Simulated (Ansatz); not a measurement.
Reactions of C3H5ClOSi (`C=C=C(Cl)O[SiH3]`).

Program: Ansatz. Geometries: PBE0-D4/def2-TZVP. ΔE: electronic, gas phase. CCSD(T)/CBS adds triple-zeta CCSD(T) − MP2 to the extrapolated MP2 energy (def2 sets, frozen cores). DFT in def2-TZVPP. Elements past krypton have def2 core potentials. For Ge, In outer-core shells are correlated without core-valence functions, which leaves a few kJ/mol of doubt a bond. Scalar relativity is left out up to krypton. One conformer a species, not always the lowest.

```csv
reaction,CCSD(T)/CBS(def2) (kJ/mol)
`C=C=C(Cl)O[SiH3]` + `[OH][GeH2][OH]` → `[OH][GeH2][O][SiH3]` + `C=C=C(O)Cl`,-20
`C=C=C(Cl)O[SiH3]` + `OP[SiH3]` → `OP([SiH3])[SiH3]` + `C=C=C(O)Cl`,?
`C=C=C(Cl)O[SiH3]` + `OC[SiH2]S` → `[SiH3]OC[SiH2]S` + `C=C=C(O)Cl`,-3
`C=C=C(Cl)O[SiH3]` + `[SiH3]SS` → `[SiH3]SS[SiH3]` + `C=C=C(O)Cl`,23
`C=C=C(Cl)O[SiH3]` + `[OH][In]([SH])[O][SiH3]` → `[SiH3][O][In]([SH])[O][SiH3]` + `C=C=C(O)Cl`,-17
```

**Question.** Fill in the missing values. (Best estimate.)

**Answer.** The calculation gave: `C=C=C(Cl)O[SiH3]` + `OP[SiH3]` → `OP([SiH3])[SiH3]` + `C=C=C(O)Cl`: +65.8 kJ/mol.

Largest T1 diagnostic: 0.016, for `[OH][In]([SH])[O][SiH3]`.
